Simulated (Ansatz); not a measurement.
BCl2(SiH3) (SiBH3Cl2), relaxed as a singlet with RKS PBE-D4/def2-SVP in Ansatz, starting from the GFN2-xTB geometry. Force threshold 0.02 eV/Å.

Start:

```xyz
7

B     1.0064   -0.0036   -0.4807
Cl    2.4514    0.1670    0.4431
Cl    1.2051   -0.2253   -2.1770
Si   -0.7953    0.0200    0.3755
H    -1.8365    0.5142   -0.5289
H    -0.8279    0.8546    1.5793
H    -1.2031   -1.3270    0.7886
```

**Question.** Estimate the energy that the relaxation releases and the steps that it takes.

**Answer.** 2.4 kcal/mol, in 6 steps; 5.5 s on 4 threads of Arm Neoverse V1 on a shared host. No frequencies were taken in this run, so the end may be a saddle point.

**Question.** Does the start keep its bonding and symmetry?

**Answer.** By distances, no bond broke or formed. The bond that changes most is Si4–H7, from 1.47 to 1.51 Å (atoms count from 1). Point group Cs at the start, Cs at the end, both within 0.05 Å.

**Question.** Predict the relaxed structure.

**Answer.** 
```xyz
7

B     1.016    0.004   -0.486
Cl    2.474    0.158    0.486
Cl    1.187   -0.246   -2.219
Si   -0.816    0.039    0.383
H    -1.872    0.533   -0.570
H    -0.822    0.887    1.626
H    -1.168   -1.374    0.780
```
Bond lengths: 2 × B–Cl 1.76 Å; 1 × B–Si 2.03 Å; 3 × H–Si 1.50 to 1.51 Å.
